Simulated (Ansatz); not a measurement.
One geometry of FGaH7NSi2, SMILES `[F][GaH][N]([SiH3])[SiH3]`, several functionals.

```yaml
crystal:
  periodic: [false, false, false]
  atoms:
    - {symbol: F, position_ang: [-1.649992, -0.613386, 2.442778]}
    - {symbol: Ga, position_ang: [-1.691161, 0.286657, 0.933133]}
    - {symbol: N, position_ang: [-0.119219, 0.040899, 0.029878]}
    - {symbol: Si, position_ang: [0.146701, 0.804016, -1.502833]}
    - {symbol: Si, position_ang: [1.121331, -0.970771, 0.720398]}
    - {symbol: H, position_ang: [-2.936872, 1.114136, 0.563291]}
    - {symbol: H, position_ang: [-1.071430, 1.593457, -1.836312]}
    - {symbol: H, position_ang: [0.381677, -0.195753, -2.578720]}
    - {symbol: H, position_ang: [1.317297, 1.720755, -1.462459]}
    - {symbol: H, position_ang: [1.593843, -0.442639, 2.024867]}
    - {symbol: H, position_ang: [2.259810, -0.971869, -0.240359]}
    - {symbol: H, position_ang: [0.648014, -2.365481, 0.906329]}
basis:
  gaussian: {orbitals: def2-TZVPP}
hamiltonian: {xc: {name: r2SCAN0}, dispersion: d4}
output: {orbitals: {seedname: orbitals}}
```

```sh
$ ansatz run in.yaml --threads 4 --pin off --events-out ev --progress --plain --max-ram 10444MiB
```

Shortened log:

```
Functional definition: r2SCAN0
1719 factors; their error is unknown
mean field evaluation 1: about -72445.5067 eV, gradient 7.0e1 eV
mean field evaluation 2: about -72424.7942 eV, gradient 1.2e2 eV
mean field evaluation 4: about -72453.8024 eV, gradient 8.4e0 eV
mean field evaluation 8: about -72453.9146 eV, gradient 2.8e-1 eV
mean field evaluation 16: about -72454.1460 eV, gradient 1.6e-4 eV
mean field -72454.14599519 eV, -2662.6407541390 hartree, gradient 3.9e-5 eV, S^2 0.000000; 0 other end points of the search recorded, 0 dependent functions left out
reference -72454.14600809 eV, -2662.6407546132 hartree; 41, 41 occupied and 251, 251 virtual orbitals, 1719 factors
Total energy: -72454.24460615 eV, -2662.6443780253 hartree
```

Run time 7 s (4 threads of an AMD EPYC 7B13 on a shared host); peak host memory 1.1 GiB.

Changing it to `hamiltonian: {xc: r2scan, dispersion: d4}` and forces (abridged; 6 s):

```
Functional definition: r2SCAN
mean field evaluation 16: about -72455.6029 eV, gradient 3.8e-4 eV
mean field -72455.60292551 eV, -2662.6942953408 hartree, gradient 1.5e-5 eV, S^2 0.000000
Total energy: -72455.68446373 eV, -2662.6972918153 hartree
Atom 0 force     0.027195     0.001303    -0.025024 eV/Å
Atom 1 force    -0.135621     0.076423    -0.016973 eV/Å
Atom 2 force    -0.023146    -0.000280     0.020040 eV/Å
Atom 3 force    -0.013841     0.052144    -0.076454 eV/Å
Atom 4 force     0.043419    -0.048325     0.045114 eV/Å
Atom 5 force     0.108843    -0.074281     0.035558 eV/Å
Atom 6 force     0.034509    -0.016764    -0.001012 eV/Å
Atom 7 force    -0.002242     0.022203     0.019707 eV/Å
Atom 8 force    -0.021573    -0.019643    -0.004468 eV/Å
Atom 9 force    -0.007979    -0.015376    -0.023406 eV/Å
Atom 10 force    -0.022304    -0.003776     0.025987 eV/Å
Atom 11 force     0.012740     0.026371     0.000930 eV/Å
Dipole moment:    -0.106267     0.219102    -0.286587 e Å
```

Changing it to `hamiltonian: {xc: {name: wB97X-V}}` (abridged; 9.5 s):

```
Functional definition: wB97X-V
mean field evaluation 16: about -72450.7273 eV, gradient 4.9e-5 eV
mean field -72450.72731061 eV, -2662.5151197982 hartree, gradient 4.9e-5 eV, S^2 0.000000
Total energy: -72450.72730798 eV, -2662.5151197015 hartree
```

With the line `hamiltonian: {xc: lda}` (abridged; 1.6 s):

```
Functional definition: SPW92
mean field evaluation 16: about -72282.7745 eV, gradient 7.7e-5 eV
mean field -72282.77447427 eV, -2656.3429669050 hartree, gradient 8.2e-5 eV, S^2 0.000000
Total energy: -72282.77452255 eV, -2656.3429686794 hartree
```

Changing it to `hamiltonian: {xc: {name: PBE-QIDH}}` (abridged; 7.5 s):

```
Functional definition: PBE-QIDH
mean field evaluation 16: about -72417.4773 eV, gradient 8.9e-5 eV
mean field -72417.47732856 eV, -2661.2932054956 hartree, gradient 9.9e-6 eV, S^2 0.000000
21 core orbitals not correlated: weight in the atoms' cores, before any rotation towards them, 1.000 or more for the frozen orbitals, at most 0.000 for the correlated occupied ones
second order -28.95356076 eV of doubles, -0.00000000 eV of singles
Total energy: -72427.12853137 eV, -2661.6478806569 hartree
```

The same input with `hamiltonian: {xc: pbe0, dispersion: d4}` (abridged; 4.6 s):

```
Functional definition: PBE0
mean field evaluation 16: about -72441.1599 eV, gradient 1.8e-4 eV
mean field -72441.15994836 eV, -2662.1635257206 hartree, gradient 4.3e-5 eV, S^2 0.000000
Total energy: -72441.45184158 eV, -2662.1742525983 hartree
```
